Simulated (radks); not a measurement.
Q: The rubidium ion Rb5+ is in [Ar] 3d10 4s2 4p2. All-electron calculation, scalar-relativistic Kohn-Sham, LDA (Slater exchange, Perdew-Wang correlation), spin-polarised, spherical densities, finite nucleus; Fermi nuclear charge, rms radius of each element as measured or else 0.836 A^(1/3) + 0.57 fm. Program: a radial shooting solver on a logarithmic mesh with Libxc functionals. Open shells are filled with parallel spins first. One electron is removed from 4s, 4p, 3d, 3p in turn, with full relaxation. Which removal costs least, and what does each cost?

A: 4p 83.753 eV; 4s 99.895 eV; 3d 191.03 eV; 3p 311.40 eV. The 4p electron leaves first.
